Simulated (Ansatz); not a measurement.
H8N2OSi2 (`N[SiH2]N[SiH2]O`) at its PBE0-D4/def2-TZVP geometry, where that method's forces vanish. Charge 0, multiplicity 1.

```xyz
13

N    -1.1565   -2.0232    0.7600
Si   -1.2557   -0.3750    0.3048
N     0.2707    0.3903    0.5399
Si    1.1285    1.4748   -0.4801
O     2.5187    0.8494   -1.1050
H    -1.9487   -2.4779    1.1822
H    -0.5606   -2.6782    0.2816
H    -1.5843   -0.1071   -1.1228
H    -2.3458    0.1662    1.1613
H     0.7063    0.1884    1.4312
H     0.1840    1.8576   -1.5599
H     1.6055    2.6497    0.2840
H     2.4378    0.0851   -1.6772
```

(1) What forces (eV/Å) does ωB97M-V/def2-TZVPP give on these atoms in Ansatz? (An estimate is asked.)

## Answers

(1) The calculation gave: 
```
N1  -0.010 -0.057 -0.004
Si2 -0.201  0.125 -0.068
N3   0.023 -0.010  0.046
Si4 -0.098  0.261 -0.005
O5   0.054 -0.074 -0.064
H6   0.028 -0.004 -0.012
H7  -0.019  0.001  0.023
H8   0.035 -0.034  0.152
H9   0.120 -0.059 -0.094
H10 -0.006  0.005 -0.018
H11  0.104 -0.044  0.117
H12 -0.056 -0.135 -0.087
H13  0.026  0.024  0.015
```
